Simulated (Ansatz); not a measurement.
Consider the cleavage of the Sn–Al bond: `[OH][Al]([SiH3])[SnH3]` + `C[SeH]` → `C[Se][SnH3]` + `[OH][AlH][SiH3]`.

Calculated with Ansatz (gas phase, PBE0-D4/def2-TZVP geometries, no zero-point term in ΔE). CCSD(T)/CBS is the MP2 limit (def2-TZVPP, def2-QZVPP) plus CCSD(T) − MP2 in def2-TZVPP, frozen cores. DFT in def2-TZVPP. B3LYP here is the variant with VWN-RPA as its local correlation; programs differ in this. Elements past krypton have def2 core potentials. For Se, Sn outer-core shells are correlated without core-valence functions, which leaves a few kJ/mol of doubt a bond. Scalar relativity is left out up to krypton. Each species was taken in one conformer, which may not be the lowest.

`[OH][Al]([SiH3])[SnH3]`:

Cartesian coordinates in Å:
```
O 0.360 -2.242 -0.519
Al 0.068 -0.622 -0.097
Si -1.322 -0.084 1.863
Sn 1.230 1.124 -1.724
H 0.008 -2.988 -0.035
H -1.869 -1.297 2.536
H -2.476 0.776 1.470
H -0.532 0.678 2.874
H 2.915 0.864 -1.863
H 1.027 2.740 -1.195
H 0.590 1.051 -3.310
```

`C[SeH]`:

Z-matrix (Å, degrees):
```
C
Se 1 1.949
H 1 1.088 2 110.6
H 1 1.087 2 110.6 3 -123.3
H 1 1.089 2 106.0 3 118.4
H 2 1.468 1 95.4 3 61.7
```

`C[Se][SnH3]`:

Cartesian coordinates in Å:
```
C -1.700 -0.005 -0.161
Se -0.442 -1.433 0.304
Sn 1.658 -0.045 0.169
H -1.665 0.794 0.578
H -1.490 0.384 -1.155
H -2.690 -0.459 -0.153
H 1.787 0.626 -1.397
H 2.965 -1.084 0.501
H 1.577 1.223 1.313
```

`[OH][AlH][SiH3]`:

Z-matrix (Å, degrees):
```
Si
Al 1 2.447
H 1 1.492 2 110.4
H 1 1.488 2 112.9 3 -120.8
H 1 1.492 2 110.7 3 118.0
O 2 1.698 1 116.2 3 114.7
H 2 1.590 1 124.9 3 -65.0
H 6 0.956 2 123.1 1 -179.6
```

```csv
level,ΔE (kJ/mol),difference from CCSD(T)/CBS
B3LYP-D4,-26.2,1.5
ωB97X-V,-26.6,1.1
ωB97M-V,-26.6,1.1
B2PLYP,-25.6,2.1
PBE,-15.6,12.1
r2SCAN,-22.9,4.8
PBE0,-18.7,9.0
B3LYP,-23.2,4.5
HF/def2-TZVPP,-35.0,-7.3
SCS-MP2/def2-TZVPP,-29.0,-1.3
HF/def2-QZVPP,-36.1,-8.4
MP2/def2-QZVPP,-32.0,-4.3
SCS-MP2/def2-QZVPP,-32.4,-4.7
HF/CBS(def2),-36.3,-8.6
MP2/CBS(def2),-34.2,-6.5
CCSD/CBS(def2),-28.0,-0.3
CCSD(T)/CBS,-27.7,0
```

Largest T1 diagnostic among the species: 0.014.

In def2-TZVPP, CCSD(T) changes the Hartree–Fock value by +13.2 kJ/mol (the triples alone add +0.3 kJ/mol) and MP2 by +6.7 kJ/mol. From PBE to PBE0 (25 % exact exchange), in def2-TZVPP and without D4, ΔE moves by −3.1 kJ/mol.
